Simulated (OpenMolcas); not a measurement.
# Ta3+: moving or changing the point charges

Ta3+ among 8 point charges of -1.2 e arranged as a cube (Oh), 2.18 Å from the ion.

* Program: OpenMolcas
* Method: CASSCF
* Basis: ANO-RCC-VDZP [7s6p4d2f1g]
* Scalar Hamiltonian: DKH2, point nucleus
* Active space: 2 electrons in 5 orbitals (5d)
* State averaging: 2S+1 = 3 even, 10 roots; 2S+1 = 1 even, 15 roots
* Spin-orbit coupling: RASSI with atomic mean-field integrals over the reference wave functions

Runs around this geometry, states (labels of O, the rotations of Oh). Energies in cm-1 above the lowest state or level, χT in cm3 K/mol; 10Dq and B are least-squares fits to the states below 45000 cm-1, weighted by degeneracy, with a free offset, and given where the rms deviation is under 5 % of |10Dq| (or 100 cm-1) and under 700 cm-1; 10Dq is negative for this site.

| R (Å) | q (e) | Ground state | First state of that spin | 10Dq | B (rms of fit) | First gap with spin-orbit (degeneracies) | χT at 300 K | First state of another spin |
| --- | --- | --- | --- | --- | --- | --- | --- | --- |
| 2.18 | -0.78 | 3A2 | 3T2 6271 | -6515 | 675 (73) | 3975 (3, 2) | 0.121 | 1E 10180 |
| 2.01 | -1.2 | 3A2 | 3T2 14111 | -14801 | 618 (167) | 8292 (3, 2) | 0.457 | 1E 9779 |
| 2.18 | -1.2 | 3A2 | 3T2 9954 | -10451 | 649 (124) | 6528 (3, 2) | 0.278 | 1E 10038 |
| 2.35 | -1.2 | 3A2 | 3T2 7172 | -7511 | 671 (96) | 4629 (3, 2) | 0.152 | 1E 10166 |

Taking |10Dq| as R^-n, n = -ln(7511 / 14801) / ln(2.35 / 2.01) = 4.3 between the shortest and longest distance. The point-charge formula for a cubic d site gives n = 5.

Scaling the charges by -0.78 / -1.2 = 0.65 scales |10Dq| by 6515 / 10451 = 0.62; with fixed orbitals a first-order splitting would follow the charge.

Without dynamic correlation the repulsion within the d shell is too large (B by tens of per cent), so at a given field states of lower spin stand too high. This is an electrostatic model: the charges have no orbitals. No measured value stands beside these numbers.
